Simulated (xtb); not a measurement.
C3H7O (SMILES CC(C)[O]), doublet, at a GFN2-xTB geometry, atoms displaced at random by about 0.02 Å a coordinate; GFN2-xTB with ALPB(thf) run with xtb.

Input for xtb:
```
$ xtb mol.xyz --gfn 2 --uhf 1 --opt --alpb thf --json

# file mol.xyz
11

O      0.05363100     1.40776126    -0.03968889
C     -0.01173057     0.10728508     0.28894979
H      0.01580621     0.12975861     1.41222093
C     -1.34029907    -0.55807487    -0.15578753
C      1.21023326    -0.70841588    -0.11597767
H     -1.37342752    -0.63227676    -1.21905870
H      1.23354893    -0.79441639    -1.21742120
H     -2.17426205     0.06600700     0.24544219
H      2.15335823    -0.16857249     0.19514205
H     -1.41542220    -1.56928608     0.34498739
H      1.18651011    -1.74276966     0.32003756
```

Question: What does xtb print? Leave out banner, timings and long lists.

Answer: 
```
   ID    Z sym.   atoms
    1    8 O      1
    2    6 C      2, 4, 5
    3    1 H      3, 6-11

           -------------------------------------------------
          |                Calculation Setup                |
           -------------------------------------------------

           -------------------------------------------------
          |                 G F N 2 - x T B                 |
           -------------------------------------------------

      * Solvation model:               ALPB
        Solvent                        thf
        Parameter file                 internal GFN2-xTB/ALPB
        Dielectric constant                7.6000E+00
        Reference state                gsolv [1 M gas/solution]
        Free energy shift                  5.3248E-03 Eh       3.3414E+00 kcal/mol
        Temperature                        2.9815E+02 K
        Density                            8.8300E-01 kg/L
        Solvent mass                       7.2106E+01 g/mol
        Interaction kernel             P16
        Born radius scaling (c1)           1.7311E+00
        Born radii integrator          GBOBC
        Born offset                        0.0000E+00 a0       0.0000E+00 AA
        H-bond correction              true
        Ion screening                  false
        Surface tension                    1.0000E-05 Eh       1.5569E+01 dyn/cm
        Grid points                               230 per atom

          ...................................................
          :                      SETUP                      :
          :.................................................:
          :  # basis functions                  23          :
          :  # atomic orbitals                  23          :
          :  # shells                           15          :
          :  # electrons                        25          :
          :  max. iterations                   250          :
          :  Hamiltonian                  GFN2-xTB          :
          :  restarted?                      false          :
          :  GBSA solvation                   true          :
          :  PC potential                    false          :
          :  electronic temp.          300.0000000     K    :
          :  accuracy                    1.0000000          :
          :  -> integral cutoff          0.2500000E+02      :
          :  -> integral neglect         0.1000000E-07      :
          :  -> SCF convergence          0.1000000E-05 Eh   :
          :  -> wf. convergence          0.1000000E-03 e    :
          :  Broyden damping             0.4000000          :
          :  net charge                          0          :
          :  unpaired electrons                  1          :
          ...................................................

 iter      E             dE          RMSdq      gap      omega  full diag
   1    -14.0619392 -0.140619E+02  0.337E+00   12.75       0.0  T
   2    -14.0999401 -0.380009E-01  0.193E+00   11.86       1.0  T
   3    -14.1047861 -0.484605E-02  0.104E+00   12.23       1.0  T
   4    -14.1054509 -0.664793E-03  0.159E-01   12.19       1.0  T
   5    -14.1054923 -0.413555E-04  0.885E-02   12.18       1.0  T
   6    -14.1054951 -0.282577E-05  0.166E-02   12.17       1.8  T
   7    -14.1054956 -0.449581E-06  0.522E-03   12.17       5.8  T
   8    -14.1054956 -0.753118E-07  0.278E-03   12.17      10.8  T
   9    -14.1054956 -0.402955E-08  0.108E-03   12.17      27.9  T
  10    -14.1054956 -0.785256E-09  0.177E-04   12.17     170.6  T
  11    -14.1054956 -0.174598E-10  0.190E-05   12.17    1583.8  T

   *** convergence criteria satisfied after 11 iterations ***

         :::::::::::::::::::::::::::::::::::::::::::::::::::::
         ::                     SUMMARY                     ::
         :::::::::::::::::::::::::::::::::::::::::::::::::::::
         :: total energy             -13.967473443409 Eh    ::
         :: total w/o Gsasa/hb       -13.961671838772 Eh    ::
         :: gradient norm              0.075037259349 Eh/a0 ::
         :: HOMO-LUMO gap             12.174507714815 eV    ::
         ::.................................................::
         :: SCC energy               -14.105493447030 Eh    ::
         :: -> isotropic ES            0.039021921814 Eh    ::
         :: -> anisotropic ES          0.002408775217 Eh    ::
         :: -> anisotropic XC          0.005305293669 Eh    ::
         :: -> dispersion             -0.004252416126 Eh    ::
         :: -> Gsolv                  -0.011282174300 Eh    ::
         ::    -> Gelec               -0.005480569663 Eh    ::
         ::    -> Gsasa               -0.009489557660 Eh    ::
         ::    -> Ghb                 -0.001636862421 Eh    ::
         ::    -> Gshift               0.005324815444 Eh    ::
         :: repulsion energy           0.138020003621 Eh    ::
         :: add. restraining           0.000000000000 Eh    ::
         :: total charge               0.000000000000 e     ::
         :::::::::::::::::::::::::::::::::::::::::::::::::::::

      -----------------------------------------------------------
     |                   =====================                   |
     |                        A N C O P T                        |
     |                   =====================                   |
     |               Approximate Normal Coordinate               |
     |                Rational Function Optimizer                |
      -----------------------------------------------------------
      -----------------------------------------------------------
     |                   =====================                   |
     |                        A N C O P T                        |
     |                   =====================                   |
     |               Approximate Normal Coordinate               |
     |                Rational Function Optimizer                |
      -----------------------------------------------------------

[...]
 * total energy  :   -13.9674734 Eh     change       -0.4369838E-12 Eh
 * total energy  :   -13.9725893 Eh     change       -0.5115870E-02 Eh
 * total energy  :   -13.9731279 Eh     change       -0.5385396E-03 Eh
 * total energy  :   -13.9731832 Eh     change       -0.5532156E-04 Eh
 * total energy  :   -13.9731997 Eh     change       -0.1650501E-04 Eh
 * total energy  :   -13.9732018 Eh     change       -0.2091662E-05 Eh
   *** GEOMETRY OPTIMIZATION CONVERGED AFTER 6 ITERATIONS ***
         :: total energy             -13.973201771213 Eh    ::
[...]
         ::.................................................::
         :: SCC energy               -14.129700349791 Eh    ::
         :: -> isotropic ES            0.039799801550 Eh    ::
         :: -> anisotropic ES          0.002423573882 Eh    ::
         :: -> anisotropic XC          0.004191676136 Eh    ::
         :: -> dispersion             -0.004246833670 Eh    ::
         :: -> Gsolv                  -0.011343927296 Eh    ::
         ::    -> Gelec               -0.005569126052 Eh    ::
         ::    -> Gsasa               -0.009411811769 Eh    ::
         ::    -> Ghb                 -0.001687804920 Eh    ::
         ::    -> Gshift               0.005324815444 Eh    ::
         :: repulsion energy           0.156498578577 Eh    ::
         :: add. restraining           0.000000000000 Eh    ::
         :: total charge              -0.000000000000 e     ::
         :::::::::::::::::::::::::::::::::::::::::::::::::::::

           -------------------------------------------------
          |                Property Printout                |
           -------------------------------------------------

    * Orbital Energies and Occupations

         #    Occupation            Energy/Eh            Energy/eV
      -------------------------------------------------------------
         1        2.0000           -0.6851070             -18.6427
         2        2.0000           -0.6308523             -17.1664
         3        2.0000           -0.6047217             -16.4553
         4        2.0000           -0.5733316             -15.6011
         5        2.0000           -0.5425192             -14.7627
         6        2.0000           -0.5172338             -14.0746
         7        2.0000           -0.5157428             -14.0341
         8        2.0000           -0.4738237             -12.8934
         9        2.0000           -0.4702083             -12.7950
        10        2.0000           -0.4633559             -12.6086
        11        2.0000           -0.4612493             -12.5512
        12        1.9992           -0.3971311             -10.8065
        13        1.0008           -0.3836614             -10.4400 (HOMO)
        14                          0.0560270               1.5246 (LUMO)
        15                          0.1027629               2.7963
        16                          0.1232969               3.3551
        17                          0.1575705               4.2877
        18                          0.1805977               4.9143
        19                          0.1888891               5.1399
        20                          0.2237021               6.0872
        21                          0.2433248               6.6212
        22                          0.2491186               6.7789
        23                          0.3444743               9.3736
      -------------------------------------------------------------
                  HL-Gap            0.4396885 Eh           11.9645 eV
             Fermi-level           -0.2771067 Eh           -7.5405 eV

     #   Z          covCN         q      C6AA      α(0)
     1   8 O        0.855    -0.447    22.640     6.379
     2   6 C        3.719     0.158    18.156     6.086
     3   1 H        0.918     0.166     1.292     1.778
     4   6 C        3.749    -0.137    23.207     6.871
     5   6 C        3.749    -0.137    23.208     6.871
     6   1 H        0.925     0.074     2.046     2.237
     7   1 H        0.925     0.074     2.047     2.237
     8   1 H        0.925     0.066     2.126     2.280
     9   1 H        0.925     0.066     2.127     2.281
    10   1 H        0.925     0.059     2.210     2.325
    11   1 H        0.925     0.059     2.211     2.326

 Mol. C6AA /au·bohr⁶  :        810.687448
 Mol. C8AA /au·bohr⁸  :      16954.943954
 Mol. α(0) /au        :         41.670043

Wiberg/Mayer (AO) data.
largest (>0.10) Wiberg bond orders for each atom

 ---------------------------------------------------------------------------
     #   Z sym  total        # sym  WBO       # sym  WBO       # sym  WBO
 ---------------------------------------------------------------------------
     1   8 O    1.633 --     2 C    1.295     3 H    0.132
     2   6 C    3.958 --     1 O    1.295     5 C    0.946     4 C    0.946
                             3 H    0.763
     3   1 H    0.935 --     2 C    0.763     1 O    0.132
     4   6 C    3.988 --    10 H    0.987     8 H    0.982     6 H    0.964
                             2 C    0.946
     5   6 C    3.988 --    11 H    0.987     9 H    0.982     7 H    0.964
                             2 C    0.946
     6   1 H    0.994 --     4 C    0.964
     7   1 H    0.994 --     5 C    0.964
     8   1 H    0.996 --     4 C    0.982
     9   1 H    0.996 --     5 C    0.982
    10   1 H    0.997 --     4 C    0.987
    11   1 H    0.997 --     5 C    0.987
 ---------------------------------------------------------------------------

Topologies differ in total number of bonds
Writing topology from bond orders to xtbtopo.mol

molecular dipole:
                 x           y           z       tot (Debye)
 q only:       -0.079      -1.374       0.392
   full:       -0.086      -1.501       0.446       3.985
molecular quadrupole (traceless):
                xx          xy          yy          xz          yz          zz
 q only:        2.298      -0.311      -4.273       0.006       0.501       1.975
  q+dip:        2.176      -0.380      -5.644       0.017       0.580       3.468
   full:        2.092      -0.368      -5.556       0.026       0.684       3.464

optimized geometry written to: xtbopt.xyz

           -------------------------------------------------
          | TOTAL ENERGY              -13.973201771213 Eh   |
          | GRADIENT NORM               0.000549800196 Eh/α |
          | HOMO-LUMO GAP              11.964532058036 eV   |
           -------------------------------------------------
```
